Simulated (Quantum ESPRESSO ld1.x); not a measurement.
Q: Radial electron density D(r) = 4 pi r^2 rho(r) of an atom or ion with 49 electrons. Calculated with ld1.x of Quantum ESPRESSO 7.5: Dirac Kohn-Sham, relativistic LDA (MacDonald-Vosko exchange, VWN5 correlation), spin-unpolarised, spherical densities, point nucleus.

| r (bohr) | D(r) (e/bohr) |
|---|---|
| 0.002893 | 16.18 |
| 0.003767 | 23.50 |
| 0.004944 | 33.44 |
| 0.00649 | 45.58 |
| 0.008518 | 58.80 |
| 0.01118 | 70.71 |
| 0.01468 | 78.02 |
| 0.01926 | 78.29 |
| 0.02529 | 73.00 |
| 0.03319 | 69.42 |
| 0.04356 | 76.30 |
| 0.05718 | 92.59 |
| 0.07446 | 102.0 |
| 0.09773 | 91.72 |
| 0.1283 | 76.54 |
| 0.1684 | 81.29 |
| 0.221 | 87.55 |
| 0.2901 | 62.55 |
| 0.3808 | 34.30 |
| 0.4998 | 34.88 |
| 0.656 | 34.58 |
| 0.8611 | 19.12 |
| 1.121 | 8.066 |
| 1.472 | 3.454 |
| 1.932 | 0.9177 |
| 2.536 | 0.08777 |
| 3.328 | 0.002184 |

What is the nuclear charge?

A: Z = 59. The innermost maximum, from 1s, lies near gamma/Z bohr with gamma = sqrt(1 - (Z/c)^2) = 0.903, here 0.0153 bohr (found: 0.0169), and its height grows with Z. The density is that of the praseodymium ion Pr10+ in [Kr] 4d10 5s2 5p1; the configuration itself is not fixed sharply by these data, and Z only to a few units. D(r) has 4 maxima, at r = 0.0169, 0.0745, 0.209, 0.577 bohr, and minima at 0.0327, 0.138, 0.426 bohr, inside which lie 2.01, 11.20, 29.05 electrons.
